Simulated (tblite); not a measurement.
Calculated harmonic vibrations of the isolated species, GFN2-xTB (tblite), most abundant isotopes, no scaling. The method is semi-empirical: single wavenumbers can be off by several per cent or more. Modes of hydrogen on silicon can be 10 to 20 % off. One conformer each. Thermal functions are those of the rigid rotor and harmonic oscillator, without mixing of conformers.

Task: Order these by their zero-point energy, highest first (kcal/mol).
A. `CC(C)(C)[P-]N([SiH3])[SiH3]`
B. `C=CCN([SiH3])C1=C[C@H]1N`
C. `C([SiH2]C#N)NCC(C)=C`
D. `CC[C@@H](F)C=S`
E. `C=C[C@H]1CN([SiH3])N=C1C`
F. `CCCCC(N)=O`
G. `C=C(O[SiH2]O)C(=O)O`

Result: A (108.2), C (103.6), E (102.9), B (101.8), F (97.8), D (63.1), G (56.6).

```
                     SMILES  atoms  mass (u)  symmetry number  modes under 300 cm⁻¹  ZPE (kcal/mol)  S translation (cal/(mol K))  S rotation  S vibration     S    Cp
CC(C)(C)[P-]N([SiH3])[SiH3]     23    164.05                1                    13           108.2                         39.2        29.0         28.4  96.6  38.9
         C=C(C)CNC[SiH2]C#N     21    140.08                1                    10           103.6                         38.8        29.2         29.0  96.9  34.0
   C=C[C@H]1CN([SiH3])N=C1C     21    140.08                1                     8           102.9                         38.8        28.5         25.2  92.5  31.4
   C=CCN([SiH3])C1=C[C@H]1N     21    140.08                1                     9           101.8                         38.8        28.7         26.3  93.8  33.3
                 CCCCC(N)=O     18    101.08                1                     7            97.8                         37.8        26.9         18.1  82.8  25.2
             CC[C@@H](F)C=S     13    106.03                1                     5            63.1                         37.9        26.6         12.2  76.7  20.7
        C=C(O[SiH2]O)C(=O)O     14    134.00                1                     6            56.6                         38.6        27.6         16.5  82.8  27.0
```

Entropies and Cp are for 200 K and 1 bar.
